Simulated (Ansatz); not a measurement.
Correlation energies of FH₂IOSi, SMILES `O[SiH](F)I` by basis set

Z-matrix (Å, degrees):
```
Si
F 1 1.588
I 1 2.429 2 106.5
O 1 1.620 2 111.1 3 121.3
H 1 1.468 2 108.7 3 -120.2
H 4 0.959 1 119.6 2 -76.3
```

The species carries charge 0 and has multiplicity 1. Correlated methods include outer-core shells of I, which these sets cover unevenly. I: def2 effective core potential. The geometry is a stationary point of PBE0-D4/def2-TZVP. It is one conformer, not always the lowest. Frozen core, restricted reference, the Gaussian-basis code of Ansatz.

```tsv
basis	HF (Eh)	MP2 corr.	CCSD corr.	(T)	CCSD(T) total
def2-SVP	?	-0.58205	-0.60370	?	?
def2-TZVPP	-761.32227	-1.10230	-1.08279	?	?
def2-QZVPP	?	-1.32813	–	–	–
```

Task: Fill in the withheld values. (Best estimate.)

Result: The calculation gave: def2-SVP HF (Eh): -760.96759; def2-SVP (T): -0.01179; def2-SVP CCSD(T) total: -761.58308; def2-TZVPP (T): -0.03007; def2-TZVPP CCSD(T) total: -762.43513; def2-QZVPP HF (Eh): -761.34165.
